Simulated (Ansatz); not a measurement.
Reaction (redistribution): `C[SiH2][NH][AlH2]` + `C=C(F)[SiH](O)O` → `C[SiH2][SiH](O)O` + `C=C(F)[NH][AlH2]`

Isolated molecules relaxed with PBE0-D4/def2-TZVP in Ansatz; ΔE leaves out vibrations. CBS: MP2 limit from def2 TZ/QZ plus the TZ coupled-cluster correction, frozen cores. Functionals use def2-TZVPP. B3LYP here is the variant with VWN-RPA as its local correlation; programs differ in this. One conformer a species, not always the lowest.

Problem. Is it downhill or uphill in electronic energy at CCSD(T)/CBS, and by how much? (Estimate.)

Solution. Ansatz gave: Uphill: ΔE = +1.04 eV.

Problem. What do these levels give: PBE-D4, r2SCAN-D4, PBE0-D4, B3LYP-D4, ωB97M-V, B2PLYP, PBE, HF/def2-TZVPP, SCS-MP2/def2-TZVPP, HF/def2-QZVPP, SCS-MP2/def2-QZVPP, CCSD/CBS(def2)? (An estimate is asked.)

Solution. Computed: PBE-D4 0.70, r2SCAN-D4 0.87, PBE0-D4 0.77, B3LYP-D4 0.91, ωB97M-V 1.01, B2PLYP 0.98, PBE 0.69, HF/def2-TZVPP 1.05, SCS-MP2/def2-TZVPP 1.08, HF/def2-QZVPP 1.07, SCS-MP2/def2-QZVPP 1.10, CCSD/CBS(def2) 1.05 eV.

Largest T1 diagnostic among the species: 0.013.

From PBE to PBE0 (25 % exact exchange), in def2-TZVPP and without D4, ΔE moves by +0.06 eV.
